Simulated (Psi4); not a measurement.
C5H4N, charge -1, singlet, geometry from GFN2-xTB (a gas-phase anion, which may not be bound at this level); MP2/def2-SV(P) (Psi4 1.11).

Here is a job for Psi4.
```
memory 2 GB

molecule {
-1 1
  N    -0.01597523   -0.02962172    1.38373483
  C     0.01557545   -0.06582818   -1.36989980
  C    -0.00521036    1.10543325    0.69612625
  C    -0.01054599   -1.15662589    0.66382466
  C     0.00511221   -1.33380566   -0.73772362
  C     0.01077742    1.14303371   -0.68694833
  H     0.02830252   -0.02508551   -2.46852276
  H    -0.00972220    2.02524692    1.29071120
  H    -0.02017221   -2.05150868    1.30507188
  H     0.01916619    2.10545597   -1.20567905
}

set basis def2-sv(p)
set freeze_core true

energy('mp2')
print_variables()
```

Task: Predict the main parts of the log of this Psi4 run.

Result: 
```
    SCF Algorithm Type (re)set to DF.

   => Loading Basis Set <=

    Name: DEF2-SV(P)
    Role: ORBITAL
    Keyword: BASIS

         ---------------------------------------------------------
                                   SCF
               by Justin Turney, Rob Parrish, Andy Simmonett
                          and Daniel G. A. Smith
                              RHF Reference
         ---------------------------------------------------------

  ==> Geometry <==

    Molecular point group: c1
    Full point group: C1

    Geometry (in Angstrom), charge = -1, multiplicity = 1:

       Center              X                  Y                   Z               Mass
    ------------   -----------------  -----------------  -----------------  -----------------
         N           -0.015751152487    -0.003503406973     1.369968669028    14.003074004430
         C            0.015799527513    -0.039709866973    -1.383665960972    12.000000000000
         C           -0.004986282487     1.131551563027     0.682360089028    12.000000000000
         C           -0.010321912487    -1.130507576973     0.650058499028    12.000000000000
         C            0.005336287513    -1.307687346973    -0.751489780972    12.000000000000
         C            0.011001497513     1.169152023027    -0.700714490972    12.000000000000
         H            0.028526597513     0.001032803027    -2.482288920972     1.007825032230
         H           -0.009498122487     2.051365233027     1.276945039028     1.007825032230
         H           -0.019948132487    -2.025390366973     1.291305719028     1.007825032230
         H            0.019390267513     2.131574283027    -1.219445210972     1.007825032230

  Running in c1 symmetry.

  Rotational constants: A =      0.20928  B =      0.20147  C =      0.10265 [cm^-1]
  Rotational constants: A =   6273.93676  B =   6039.91257  C =   3077.35043 [MHz]
  Nuclear repulsion =  196.551653245664539

  Charge       = -1
  Multiplicity = 1
  Electrons    = 42
  Nalpha       = 21
  Nbeta        = 21

  ==> Algorithm <==

  SCF Algorithm Type is DF.
  DIIS enabled.
  MOM disabled.
  Fractional occupation disabled.
  Guess Type is SAD.
  Energy threshold   = 1.00e-08
  Density threshold  = 1.00e-08
  Integral threshold = 1.00e-12

  ==> Primary Basis <==

  Basis Set: DEF2-SV(P)
    Blend: DEF2-SV(P)
    Number of shells: 44
    Number of basis functions: 92
    Number of Cartesian functions: 98
    Spherical Harmonics?: true
    Max angular momentum: 2

   => Loading Basis Set <=

    Name: (DEF2-SV(P) AUX)
    Role: JKFIT
    Keyword: DF_BASIS_SCF

  ==> Integral Setup <==

  SCF_SUBTYPE=INCORE selected. In-core MEM_DF algorithm will be used.
  Using in-core AOs.

  ==> MemDFJK: Density-Fitted J/K Matrices <==

    J tasked:                   Yes
    K tasked:                   Yes
    wK tasked:                   No
    Algorithm:                 Core
    Schwarz Cutoff:           1E-12
    Mask sparsity (%):       0.2127
    Fitting Condition:        1E-10

   => Auxiliary Basis Set <=

  Basis Set: (DEF2-SV(P) AUX)
    Blend: DEF2-UNIVERSAL-JKFIT
    Number of shells: 174
    Number of basis functions: 524
    Number of Cartesian functions: 618
    Spherical Harmonics?: true
    Max angular momentum: 4

  Minimum eigenvalue in the overlap matrix is 9.5560233009E-04.
  Reciprocal condition number of the overlap matrix is 1.5580860126E-04.
    Using symmetric orthogonalization.

  ==> Pre-Iterations <==

  SCF Guess: Superposition of Atomic Densities via on-the-fly atomic UHF (no occupation information).

   -------------------------
    Irrep   Nso     Nmo
   -------------------------
     A         92      92
   -------------------------
    Total      92      92
   -------------------------

  ==> Iterations <==

                           Total Energy        Delta E     RMS |[F,P]|

   @DF-RHF iter SAD:  -245.16768202633961   -2.45168e+02   0.00000e+00
   @DF-RHF iter   1:  -245.67918357234223   -5.11502e-01   5.20461e-03 ADIIS/DIIS
   @DF-RHF iter   2:  -245.81044687374876   -1.31263e-01   2.42818e-03 ADIIS/DIIS
   @DF-RHF iter   3:  -245.83651974110757   -2.60729e-02   4.74120e-04 ADIIS/DIIS
   @DF-RHF iter   4:  -245.83804019668293   -1.52046e-03   2.24299e-04 ADIIS/DIIS
   @DF-RHF iter   5:  -245.83833707330336   -2.96877e-04   5.21046e-05 DIIS
   @DF-RHF iter   6:  -245.83837535637420   -3.82831e-05   2.56999e-05 DIIS
   @DF-RHF iter   7:  -245.83838902676041   -1.36704e-05   1.42108e-05 DIIS
   @DF-RHF iter   8:  -245.83839277660951   -3.74985e-06   4.74211e-06 DIIS
   @DF-RHF iter   9:  -245.83839333305897   -5.56449e-07   1.27018e-06 DIIS
   @DF-RHF iter  10:  -245.83839335145123   -1.83923e-08   6.20901e-07 DIIS
   @DF-RHF iter  11:  -245.83839335436082   -2.90959e-09   1.07454e-07 DIIS
   @DF-RHF iter  12:  -245.83839335449417   -1.33355e-10   3.43828e-08 DIIS
   @DF-RHF iter  13:  -245.83839335450372   -9.54969e-12   1.14559e-08 DIIS
   @DF-RHF iter  14:  -245.83839335450511   -1.39266e-12   3.10481e-09 DIIS
  Energy and wave function converged.

  ==> Post-Iterations <==

    Orbital Energies [Eh]
    ---------------------

    Doubly Occupied:

[...]
    Virtual:

[...]
    Final Occupation by Irrep:
              A
    DOCC [    21 ]
    NA   [    21 ]
    NB   [    21 ]

  @DF-RHF Final Energy:  -245.83839335450511

   => Energetics <=

    Nuclear Repulsion Energy =            196.5516532456645393
    One-Electron Energy =                -729.8126146080743410
    Two-Electron Energy =                 287.4225680079047152
    Total Energy =                       -245.8383933545051150

Computation Completed

Properties will be evaluated at   0.000000,   0.000000,   0.000000 [a0]

Properties computed using the SCF density matrix

 Multipole Moments:

 ------------------------------------------------------------------------------------
     Multipole            Electronic (a.u.)      Nuclear  (a.u.)        Total (a.u.)
 ------------------------------------------------------------------------------------

 L = 1.  Multiply by 2.5417464519 to convert [e a0] to [Debye]
 Dipole X            :         -0.0154689            0.0173614            0.0018925
 Dipole Y            :         -0.3399030            2.0236149            1.6837119
 Dipole Z            :          1.2715464           -1.0665852            0.2049612
 Magnitude           :                                                    1.6961422

 ------------------------------------------------------------------------------------

  //>>>>>>>>>>>>>>>>>>>>>>>>>>>>>>>>>>>//
  //               DFMP2               //
  //<<<<<<<<<<<<<<<<<<<<<<<<<<<<<<<<<<<//

   => Loading Basis Set <=

    Name: (DEF2-SV(P) AUX)
    Role: RIFIT
    Keyword: DF_BASIS_MP2

	 --------------------------------------------------------
	                          DF-MP2
	      2nd-Order Density-Fitted Moller-Plesset Theory

	        Rob Parrish, Justin Turney, Andy Simmonett,
	           Ed Hohenstein, and C. David Sherrill
	 --------------------------------------------------------

   => Auxiliary Basis Set <=

  Basis Set: (DEF2-SV(P) AUX)
    Blend: DEF2-SV_P_-RI
    Number of shells: 120
    Number of basis functions: 344
    Number of Cartesian functions: 390
    Spherical Harmonics?: true
    Max angular momentum: 3

	 --------------------------------------------------------
	                 NBF =    92, NAUX =   344
	 --------------------------------------------------------
	   CLASS    FOCC     OCC    AOCC    AVIR     VIR    FVIR
	   PAIRS       6      21      15      71      71       0
	 --------------------------------------------------------

	-----------------------------------------------------------
	 ==================> DF-MP2 Energies <====================
	-----------------------------------------------------------
	 Reference Energy          =    -245.8383933545051150 [Eh]
	 Singles Energy            =      -0.0000000000000000 [Eh]
	 Same-Spin Energy          =      -0.2133888323751903 [Eh]
	 Opposite-Spin Energy      =      -0.5666699024917523 [Eh]
	 Correlation Energy        =      -0.7800587348669425 [Eh]
	 Total Energy              =    -246.6184520893720560 [Eh]
	-----------------------------------------------------------
	 ================> DF-SCS-MP2 Energies <==================
	-----------------------------------------------------------
	 SCS Same-Spin Scale       =       0.3333333333333333 [-]
	 SCS Opposite-Spin Scale   =       1.2000000000000000 [-]
	 SCS Same-Spin Energy      =      -0.0711296107917301 [Eh]
	 SCS Opposite-Spin Energy  =      -0.6800038829901027 [Eh]
	 SCS Correlation Energy    =      -0.7511334937818328 [Eh]
	 SCS Total Energy          =    -246.5895268482869369 [Eh]
	-----------------------------------------------------------

  Variable Map:
  ----------------------------------------------------------------------------
[...]
  Array Variable Map:
  ----------------------------------------------------------------------------
[...]
[...]
```
